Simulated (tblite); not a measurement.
C6H13NOSi2.
Numbering: `[N:1]#[C:2][Si@H:3]([SiH3:4])[O:5][CH2:6][CH:7]1[CH2:8][CH2:9][CH2:10]1` (hydrogens: H11 on Si3; H12, H13, H14 on Si4; H15, H16 on C6; H17 on C7; H18, H19 on C8; H20, H21 on C9; H22, H23 on C10)

Computed with GFN2-xTB (tblite), gas phase: L-BFGS steps from a force-field or distance-geometry start until the largest atomic force falls under 0.01 eV/Å.

The end geometry, which sets the zero of energy:
```
atom  x, y, z in Å
N1      2.9617   -2.0631   -2.3645
C2      2.7932   -1.1015   -1.7628
Si3     2.5073    0.4338   -0.7140
Si4     3.6661    0.3524    1.2689
O5      0.9696    0.4663   -0.2122
C6     -0.2362    0.4309   -0.9257
C7     -1.4033    0.5165    0.0426
C8     -2.8053    0.4526   -0.5883
C9     -3.1866   -0.6658    0.3940
C10    -1.7233   -0.7526    0.8535
H11     2.7618    1.4847   -1.7175
H12     5.0975    0.3944    0.9586
H13     3.4211   -0.8631    2.0493
H14     3.3825    1.4956    2.1413
H15    -0.2875   -0.4978   -1.5069
H16    -0.2706    1.2736   -1.6284
H17    -1.2620    1.3924    0.6783
H18    -3.3933    1.3652   -0.5206
H19    -2.7820    0.1242   -1.6257
H20    -3.5920   -1.5681   -0.0577
H21    -3.8620   -0.3325    1.1788
H22    -1.2036   -1.6319    0.4784
H23    -1.5578   -0.6789    1.9257
```

Problem. These geometries come from the run, each turned onto the end geometry. Order them by energy, lowest first.
A.
```
atom  x, y, z in Å
N1      3.0505   -1.9694   -2.2770
C2      2.7870   -1.0497   -1.6439
Si3     2.4510    0.4217   -0.5078
Si4     3.9776    0.3564    1.1902
O5      0.9147    0.3908    0.0257
C6     -0.2257    0.4591   -0.7988
C7     -1.5068    0.4442    0.0081
C8     -2.8421    0.3200   -0.7509
C9     -3.3479   -0.5470    0.4094
C10    -1.8882   -0.8317    0.7722
H11     2.5752    1.6234   -1.3426
H12     5.3302    0.4223    0.6282
H13     3.8782   -0.8521    1.9898
H14     3.8287    1.5151    2.0628
H15    -0.2115   -0.3937   -1.4758
H16    -0.1764    1.3731   -1.3997
H17    -1.5304    1.3060    0.6704
H18    -3.3840    1.2365   -0.9816
H19    -2.7307   -0.2620   -1.6621
H20    -3.9848   -1.3928    0.1687
H21    -3.8319    0.0609    1.1684
H22    -1.5204   -1.7183    0.2669
H23    -1.6170   -0.8857    1.8246
```
B.
```
atom  x, y, z in Å
N1      2.8677   -1.9553   -2.4090
C2      2.7606   -1.0118   -1.7663
Si3     2.5155    0.4942   -0.6644
Si4     3.7747    0.3850    1.2529
O5      0.9858    0.4912   -0.1299
C6     -0.2056    0.3496   -0.8572
C7     -1.4107    0.4580    0.0617
C8     -2.7825    0.4392   -0.6365
C9     -3.2660   -0.6177    0.3681
C10    -1.8203   -0.7960    0.8560
H11     2.7306    1.5647   -1.6547
H12     5.1860    0.4083    0.8533
H13     3.5679   -0.8349    2.0368
H14     3.5559    1.5262    2.1472
H15    -0.2001   -0.6204   -1.3677
H16    -0.2575    1.1326   -1.6239
H17    -1.2809    1.3294    0.7059
H18    -3.3265    1.3811   -0.6447
H19    -2.7199    0.0591   -1.6544
H20    -3.7360   -1.4993   -0.0618
H21    -3.9243   -0.2062    1.1304
H22    -1.3516   -1.6993    0.4715
H23    -1.6674   -0.7503    1.9318
```
C.
```
atom  x, y, z in Å
N1      2.9839   -1.9314   -2.3021
C2      2.8049   -1.0042   -1.6522
Si3     2.4653    0.4761   -0.5475
Si4     3.8998    0.3649    1.2406
O5      0.9337    0.4015   -0.0192
C6     -0.2192    0.4288   -0.8259
C7     -1.4788    0.4383    0.0209
C8     -2.8226    0.3449   -0.7273
C9     -3.3387   -0.5604    0.4013
C10    -1.8785   -0.8305    0.7985
H11     2.6004    1.5754   -1.5226
H12     5.2344    0.4029    0.6343
H13     3.8720   -0.8444    2.0643
H14     3.8275    1.5001    2.1620
H15    -0.2267   -0.4410   -1.4948
H16    -0.1971    1.3353   -1.4478
H17    -1.4460    1.3080    0.6801
H18    -3.3601    1.2722   -0.9203
H19    -2.7155   -0.2064   -1.6615
H20    -3.9416   -1.4195    0.1126
H21    -3.8674    0.0082    1.1655
H22    -1.4908   -1.7320    0.3250
H23    -1.6436   -0.8593    1.8614
```
D.
```
atom  x, y, z in Å
N1      2.9205   -2.0015   -2.4457
C2      2.7832   -1.0652   -1.7978
Si3     2.5127    0.4345   -0.6909
Si4     3.7106    0.3756    1.2670
O5      0.9821    0.4106   -0.1629
C6     -0.2164    0.3741   -0.8899
C7     -1.4006    0.4884    0.0534
C8     -2.7893    0.4543   -0.6088
C9     -3.2223   -0.6403    0.3791
C10    -1.7698   -0.7680    0.8632
H11     2.7168    1.5131   -1.6752
H12     5.1348    0.4233    0.9249
H13     3.4897   -0.8277    2.0721
H14     3.4401    1.5276    2.1321
H15    -0.2659   -0.5645   -1.4548
H16    -0.2311    1.2027   -1.6095
H17    -1.2563    1.3640    0.6888
H18    -3.3519    1.3840   -0.5664
H19    -2.7530    0.1124   -1.6418
H20    -3.6492   -1.5335   -0.0711
H21    -3.8993   -0.2762    1.1490
H22    -1.2726   -1.6622    0.4925
H23    -1.6174   -0.6983    1.9379
```
E.
```
atom  x, y, z in Å
N1      2.9450   -1.9436   -2.3693
C2      2.7608   -1.0147   -1.7217
Si3     2.4873    0.4740   -0.5975
Si4     3.8431    0.3844    1.2571
O5      0.9573    0.4685   -0.0625
C6     -0.2083    0.3916   -0.8415
C7     -1.4431    0.4377    0.0404
C8     -2.7991    0.3907   -0.6877
C9     -3.3067   -0.5872    0.3853
C10    -1.8525   -0.8201    0.8270
H11     2.6717    1.5531   -1.5820
H12     5.2084    0.4262    0.7077
H13     3.6988   -0.8351    2.0530
H14     3.7291    1.5089    2.1946
H15    -0.1982   -0.5297   -1.4355
H16    -0.2523    1.2317   -1.5492
H17    -1.3737    1.3023    0.6999
H18    -3.3343    1.3362   -0.7839
H19    -2.7059   -0.0792   -1.6673
H20    -3.8507   -1.4585    0.0264
H21    -3.9016   -0.0912    1.1523
H22    -1.4191   -1.7231    0.4004
H23    -1.6609   -0.7955    1.8992
```

Solution. D (0.003 eV), B (0.009 eV), E (0.033 eV), C (0.069 eV), A (0.144 eV).

In the order of the answer:

| step | E above end (eV) | largest force (eV/Å) | rms force component (eV/Å) | rms distance from end (Å) | rms bond change (Å) | bond most changed (Å) |
| --- | --- | --- | --- | --- | --- | --- |
| 73 | 0.003 | 0.05 | 0.010 | 0.064 | 0.001 | C2–Si3 +0.002 |
| 45 | 0.009 | 0.04 | 0.011 | 0.127 | 0.001 | Si3–O5 +0.003 |
| 28 | 0.033 | 0.18 | 0.052 | 0.195 | 0.002 | Si4–H12 +0.007 |
| 18 | 0.069 | 0.11 | 0.038 | 0.273 | 0.002 | O5–C6 +0.006 |
| 5 | 0.144 | 0.29 | 0.081 | 0.319 | 0.006 | Si3–Si4 -0.014 |

What follows is the cost of the whole relaxation. Time: 1.3 s. Hardware: one thread, Arm Neoverse V1 (aarch64) (shared host).
